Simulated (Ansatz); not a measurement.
Telling isomers of AlClH5NSi apart by their spectra

These gas-phase data were calculated for one isomer of AlClH5NSi at PBE0-D3(BJ)/def2-SVP (harmonic, unscaled wavenumbers; equilibrium rotational constants with average atomic masses):

* rotational constants: 8.663, 1.395, 1.298 GHz
* all wavenumbers above 1500 cm⁻¹: 3595, 2274, 2256, 1969, 1955

Candidates:

(1) `[AlH2][NH][SiH2]Cl`, a singlet
(2) `[SiH3][NH][AlH][Cl]`, a singlet

Question: Assign the data to one candidate and say why.

Answer: Candidate (1). 2 modes lie between 1700 and 2050 cm⁻¹, one for each Al–H bond, while (2) has 1.

The same quantities for all candidates:

|  | rotational constants (GHz) | wavenumbers above 1500 cm⁻¹ | E above the lowest, PBE0-D3(BJ)/def2-SVP (kcal/mol) |
| --- | --- | --- | --- |
| (1) | 8.663, 1.395, 1.298 | 3595, 2274, 2256, 1969, 1955 | 14.9 |
| (2) | 17.38, 1.133, 1.077 | 3598, 2242, 2222, 2213, 2009 | 0.0 |

Each candidate is one conformer. Programs: Ansatz 0.2.0.
